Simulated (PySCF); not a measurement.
## Bonding in `C#C[C@H](NC)C(F)=C(F)F`

Species: C6H6F3N.
Atom-mapped SMILES: `[CH:1]#[C:2][C@H:3]([NH:4][CH3:5])[C:6]([F:7])=[C:8]([F:9])[F:10]` (hydrogens: H11 on C1; H12 on C3; H13 on N4; H14, H15, H16 on C5)

Geometry (GFN2-xTB, Å), atoms numbered from 1 in this order:
```xyz
16
C6H6F3N angstrom
C     -0.7030    2.3484    0.7804
C     -0.3251    1.3686    0.2062
C      0.0807    0.1011   -0.4025
N     -0.4770   -1.0680    0.2673
C     -1.9090   -1.2054    0.0841
C      1.5896    0.0175   -0.4205
F      2.1643   -0.0432   -1.6340
C      2.3645    0.0038    0.6563
F      3.6858   -0.0720    0.6685
F      1.8879    0.0640    1.8949
H     -1.0188    3.2271    1.2595
H     -0.2562    0.0785   -1.4472
H     -0.2569   -1.0342    1.2583
H     -2.4818   -0.3376    0.4382
H     -2.1140   -1.3493   -0.9774
H     -2.2387   -2.0904    0.6240
```

Bond orders from the PBE0/pcSseg-1 density (PySCF). Geometry: GFN2-xTB, one conformer, isolated molecule.

**Question.** How far do the computed orders between heavy atoms stray from the drawn ones?

**Answer.** The largest departure is 0.415, at C1–C2 (drawn triple, 2.585). Drawn double or triple, more than 0.30 short of the drawn order: C1–C2 (2.585).

**Question.** Set the Mayer orders of the bonds beside their lengths.

**Answer.** 
```tsv
bond	drawn as	length (Å)	Mayer order
C1–C2	triple	1.197	2.585
C2–C3	single	1.464	0.883
C3–N4	single	1.458	1.037
N4–C5	single	1.450	0.986
C3–C6	single	1.511	1.008
C6–F7	single	1.344	0.958
C6–C8	double	1.327	1.739
C8–F9	single	1.324	1.010
C8–F10	single	1.328	1.001
C1–H11	single	1.050	1.133
C3–H12	single	1.098	0.920
N4–H13	single	1.016	0.931
C5–H14	single	1.099	0.951
C5–H15	single	1.091	0.964
C5–H16	single	1.088	0.970
```

Bonds between the same two heavy elements. C–C: lowest C2–C3 (0.883, 1.464 Å), highest C1–C2 (2.585, 1.197 Å); in 1 of the 6 pairs the longer bond (by over 0.003 Å) has the higher order (by 0.02 or more). C–N: lowest N4–C5 (0.986, 1.450 Å), highest C3–N4 (1.037, 1.458 Å); in 1 of the 1 pairs the longer bond (by over 0.003 Å) has the higher order (by 0.02 or more). C–F: lowest C6–F7 (0.958, 1.344 Å), highest C8–F9 (1.010, 1.324 Å).

**Question.** Sum the orders of all bonds at each heavy atom with more than one neighbour and set the sums beside the valence in the SMILES.

**Answer.** C1 3.718 (drawn 4), C2 3.468 (drawn 4), C3 3.848 (drawn 4), N4 2.954 (drawn 3), C5 3.871 (drawn 4), C6 3.705 (drawn 4), C8 3.750 (drawn 4). Orders between atoms that aren't bonded are not in these sums.

For a closed shell the Mayer order of atoms A and B is Σ (PS)μν (PS)νμ over the basis functions μ on A and ν on B, with P the density and S the overlap matrix.
